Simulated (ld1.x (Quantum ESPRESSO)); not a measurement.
# molybdenum (Mo): one change to a TM potential, before and after

- Element: Mo (Z = 42)
- Generator: ld1.x (Quantum ESPRESSO) 7.5
- Type: norm-conserving Troullier–Martins (Kleinman–Bylander form)
- Functional: PBE
- Relativity: scalar-relativistic
- Frozen core: [Kr]
- Valence charge: 6
- Reference configuration: 4d4 5s0 5p0 (charge +2)
- Partial waves: 5s (bound, empty): rc 2.50 bohr; 5p (bound, empty): rc 2.55 bohr; 4d (bound): rc 1.90 bohr
- Local potential: all-electron potential smoothed inside 1.60 bohr (lloc = -2)
- Core correction: Bessel-smoothed model core inside 2.00 bohr

Change: core [Ar] 3d10, valence charge 14; reference 4s2 4p6 4d4 5s0 5p0; waves now 4p (bound): rc 1.75 bohr; 4d (bound): rc 2.05 bohr; 4s (bound): rc 1.90 bohr; local potential the s channel; core correction none.

Cutoffs: the cutoffs (Ry, on a coarse ladder) from which the occupation-weighted sum of valence levels, in a spherical-Bessel basis at the reference potential, stays within 10 and 1 mRy of its value at 400 Ry; they do not see the model core or the augmentation charge, which bear on the density cutoff. Errors are all-electron minus pseudo energies relative to the spin-unpolarised reference configuration.

Problem. What does the change do?

Solution. The potential gets neither clearly harder nor softer (40 Ry and 50 Ry → 40 Ry and 55 Ry); the bound ghost in p, s disappears. Several settings change at once here, so the effects cannot be laid on one of them.

| quantity | base | changed |
| --- | --- | --- |
| cutoff, loose | 40 Ry | 40 Ry |
| cutoff, tight | 50 Ry | 55 Ry |
| bound ghosts | s, p | none |
| largest error over its own tests, meV | -855 | +3407 |

Base: These tests converged, but a pseudo level misses the all-electron one widely, so the file describes the atom poorly there or has found another state: 4d3 5s0 5p0: empty 5p by 2.7 eV. Changed file: These tests converged, but a pseudo level misses the all-electron one widely, so the file describes the atom poorly there or has found another state: 4s2 4p6 4d5 5s1 5p0: 5s by 1.1 eV; 4s2 4p6 4d3 5s0 5p0: empty 5s by 3.7 eV; 4s2 4p6 4d5 5s0.5 5p0: 5s by 1.5 eV; 4s2 4p6 4d2 5s0 5p0: empty 5s by 4.9 eV (a node warning on the way); 4s2 4p6 4d4 5s2 5p0: 4d by 1.3 eV. A true bound ghost makes a file unfit for plane-wave use even where its test errors are small: the radial tests pick states by their node count and pass the ghost by.
